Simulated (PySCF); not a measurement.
**Dipole response of Zr²⁺ (zirconium, charge +2)**

[Kr] 4d2, high-spin 3F determinant. Calculation: PySCF 2.14, in def2-QZVPPD with the def2 core potential (28 electrons) (7s5p4d3f2g, 81 functions); a scalar-relativistic core potential. Coupled (time-dependent) response in atomic units; α is the mean over directions.

| method | mean α (bohr³) | C₆ (like pair) | S(−4) |
| --- | --- | --- | --- |
| UHF | 11.20 | 55.68 | 73.76 |
| PBE | 12.77 | 63.13 | 117.5 |
| PBE0 | 12.11 | 59.99 | 97.30 |
| HSE06 | 12.14 | 60.15 | 98.08 |

S(−4) is the Cauchy moment in α(ω) = α(0) + S(−4) ω² + …

Spin-orbit coupling is absent.

α(iu) at HSE06:

```
u (hartree)  α(iu) (bohr³)
          0          12.14
     0.0500          11.90
      0.100          11.29
      0.200          9.665
      0.300          8.218
      0.500          6.201
      0.750          4.631
       1.00          3.594
       1.50          2.314
       2.00          1.584
       3.00         0.8489
       5.00         0.3465
```

A single London oscillator, α(iu) = α/(1 + u²/ω²), gives C₆ = (3/4) ω α². Matching the computed C₆ needs ω = 4 × 60.15 / (3 × 12.14²) = 0.544 hartree.

For an ion, C₆ is the dispersion term alone; charge-induced terms of lower order in 1/R come first.

Energies and moments cover only the electrons outside the core potential.
